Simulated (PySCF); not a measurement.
**SiCl₄, singlet: structure and spectrum**

Level of theory: PySCF, PBE0, basis Si def2-TZVP, Cl def2-TZVP (no relativity, density fitting).

The structure is a minimum.

```
Point group                                                                   : Td
Bond lengths                                                                  : Si–Cl 2.022 Å (×4)
Bond angles                                                                   : Cl–Si–Cl 109.5° (×6)
Dipole moment                                                                 : 0.00 D
Heat capacity Cp at 298.15 K                                                  : 90.2 J/(mol K)
Atomisation energy without zero-point energy                                  : 1603 kJ/mol
Enthalpy at 298.15 K above 0 K                                                : 19.45 kJ/mol
Zero-point energy                                                             : 19.4 kJ/mol
Entropy at 298.15 K and 1 bar                                                 : 331.3 J/(mol K)
Rotational symmetry number                                                    : 12
Highest occupied level                                                        : -9.54 eV
Principal polarisabilities                                                    : 67.1, 67.1, 67.1 bohr³
Rotational constants                                                          : 0.0442, 0.0442, 0.0442 cm⁻¹
Principal quadrupole moments (Buckingham, traceless) about the centre of mass : 0.00, 0.00, 0.00 D Å
Lowest empty level                                                            : -0.57 eV
```

Harmonic modes (masses in u: Si 27.977, Cl 34.969):
```csv
symmetry,ω (cm⁻¹),"IR (km/mol, summed over degenerate members)",μ (u)
e,144,0.0,34.97
t2,219,16.6,33.56
a1,423,0.0,34.97
t2,624,540,29.98
```

In Td the vibrations span e + 2t2 + a1. The a1, e modes carry no infrared intensity, as symmetry demands.

Charges (e):
| atom | Mulliken | Löwdin | polar tensor | Mayer order to Si1 |
| --- | --- | --- | --- | --- |
| Si1 | 0.65 | -1.20 | 2.02 | – |
| Cl2,3,4,5 | -0.16 | 0.30 | -0.50 | 1.24 |

Mulliken populations on Si1: s 4.92, p 7.58, d 0.74, f 0.11.

Counting electrons, silicon keeps none of its valence electrons outside its bonds, so the VSEPR class is AX4 and the expected shape is tetrahedral (Td), as computed.

The final relaxation and frequency run took 55 s on 4 threads of a shared Arm Neoverse V2 host, with 185 basis functions and 7 gradients; the process peaked at 2 GiB. Launch command: `OMP_NUM_THREADS=4 python axn.py task.json out`.
